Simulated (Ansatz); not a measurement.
Relaxation of CH5NS2W (10 atoms, charge 0, multiplicity 1), to a largest force component of 0.015 eV/Å in at most 40 steps.

Computed with RKS PBE-D4/def2-SVP in Ansatz 0.2.0.

```xyz
10
Properties=species:S:1:pos:R:3:forces:R:3
C -1.494 -0.452 0.304 0.55 0.35 -0.37
W 0.302 0.457 -0.541 -1.63 -0.27 -0.33
N 1.866 -0.083 0.474 0.45 -0.29 -0.16
S 0.254 -0.222 -2.614 0.31 0.31 0.80
S -0.166 2.586 -0.481 0.20 -0.56 0.13
H -2.374 -0.177 -0.305 -0.08 0.13 -0.16
H -1.456 -1.555 0.322 0.27 -0.26 -0.16
H -1.706 -0.116 1.334 0.15 0.28 0.23
H 2.807 -0.245 0.094 -0.05 -0.11 -0.16
H 1.874 -0.371 1.460 -0.17 0.41 0.17
```

**Question.** Where does it end, and by what steps?

**Answer.** It converged. After 9 steps the energy has fallen by 0.503 eV; H10 moved furthest, 0.84 Å.

```tsv
step	energy less start (eV)	largest force component (eV/Å)	accepted
0	0.0000	1.631	yes
1	-0.2031	1.403	yes
2	-0.3114	1.338	yes
3	-0.3875	1.080	yes
4	-0.4464	0.454	yes
5	-0.4787	0.659	yes
6	-0.4900	0.126	yes
7	-0.5005	0.134	yes
8	-0.5029	0.044	yes
9	-0.5031	0.012	yes
```

```xyz
10
Properties=species:S:1:pos:R:3
C -1.471 -0.499 0.257
W 0.230 0.480 -0.530
N 1.750 -0.124 0.506
S 0.345 -0.129 -2.592
S -0.152 2.585 -0.280
H -2.382 -0.196 -0.301
H -1.349 -1.599 0.167
H -1.602 -0.228 1.326
H 2.386 -0.872 0.206
H 2.153 0.403 1.289
```

Whether the end is a true minimum wasn't checked by a vibrational analysis.

The run took 61 s on 2 threads of Arm Neoverse N1, with other jobs on the host, peak memory 0.18 GiB.
